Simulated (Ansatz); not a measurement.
H3InO (SMILES [OH][InH2]) moved off its minimum; all values from Ansatz (a first-principles code), cores frozen in correlated methods. Elements past Kr take the def2 small-core potentials, without spin–orbit coupling.
(charge 0, multiplicity 1)
```xyz
5

In     0.0422    -0.1126    -0.1819
H     -1.4084    -0.1076    -1.1935
H      1.6545    -0.7296    -0.4173
O     -0.2706     0.7719     1.5525
H      0.4577     0.9039     1.9681
```

Forces at B3LYP/def2-TZVPP (eV/Å):

```tsv
atom	Fx	Fy	Fz
In1	-0.294	-0.390	-1.039
H2	0.528	-0.040	0.367
H3	-0.230	0.096	0.015
O4	-7.332	-1.040	-3.838
H5	7.329	1.374	4.496
```

Q: Give the forces (eV/Å), the total energy and the dipole at CCSD(T)/def2-TZVPPD.

A: 
```json
[
 {"atom": "In1", "Fx": "-0.328", "Fy": "-0.369", "Fz": "-0.992"},
 {"atom": "H2", "Fx": "0.334", "Fy": "-0.059", "Fz": "0.180"},
 {"atom": "H3", "Fx": "0.005", "Fy": "-0.009", "Fz": "-0.056"},
 {"atom": "O4", "Fx": "-7.346", "Fy": "-0.968", "Fz": "-3.685"},
 {"atom": "H5", "Fx": "7.336", "Fy": "1.405", "Fz": "4.552"}
]
```
Energy -266.1869 hartree, dipole 1.90 D.
